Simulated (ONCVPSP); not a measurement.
## Lu (Z = 71), ONCV: configuration errors across variants

lutetium (Lu), optimised norm-conserving Vanderbilt (ONCV), made with ONCVPSP 4.0.1 (PBEsol, non-relativistic). Core [Kr] 4d10, reference 4f14 5s2 5p6 5d1 6s1.75 (charge +0.25). Waves: 5s+6s: rc 2.15 bohr, ncon 4, nbas 8, qcut 5.1 1/bohr, 2 projectors; 5p: rc 1.60 bohr, ncon 3, nbas 7, qcut 5.3 1/bohr, 3 projectors, debl 4 Ha; 5d: rc 3.10 bohr, ncon 4, nbas 8, qcut 5.9 1/bohr, 1 projector; 4f: rc 1.15 bohr, ncon 5, nbas 10, qcut 12.6 1/bohr, local. Local part: the f channel. Core correction: polynomial model core, fcfact 0.35.

All-electron excitation energies from the reference (eV): (1) 4f14 5s2 5p6 5d1 6s2 -1.182; (2) 4f14 5s2 5p6 5d1 6s1 5.471; (3) 4f14 5s2 5p6 5d1 6s0 17.505; (4) 4f13 5s2 5p6 5d2 6s1 21.799.

A true bound ghost makes a file unfit for plane-wave use even where its test errors are small: the radial tests pick states by their node count and pass the ghost by.

Errors AE − PS in meV (a dash: test not solved or not reliable):

```tsv
change	(1)	(2)	(3)	(4)	bound ghosts	GHOST(+) flags above zero
base	0.0	-0.2	-2.7	-117	s	p, d
core correction polynomial model core, fcfact 0.38	0.0	-0.2	-2.7	-118	s	p, d
p: qcut 4.5	0.0	-0.2	-2.7	-107	s	p, d
all radii but the core radius scaled by about 0.87 (s 1.88, p 1.40, d 2.70, f 1.00 bohr)	0.0	0.0	-0.8	-115	s, p	s, d
d: ncon 3, nbas 7	0.0	-0.2	-2.9	-129	s	p, d
s: qcut 3.8; p: qcut 3.9; d: qcut 4.4; f: qcut 9.3	0.0	-0.3	-7.0	–	s, p	s, p, d
```

Problem. Give the same row for: s: rc 2.38.

Solution. 0.0, -0.3, -3.3, -101; bound ghosts: s; GHOST(+) flags above zero: p, d.
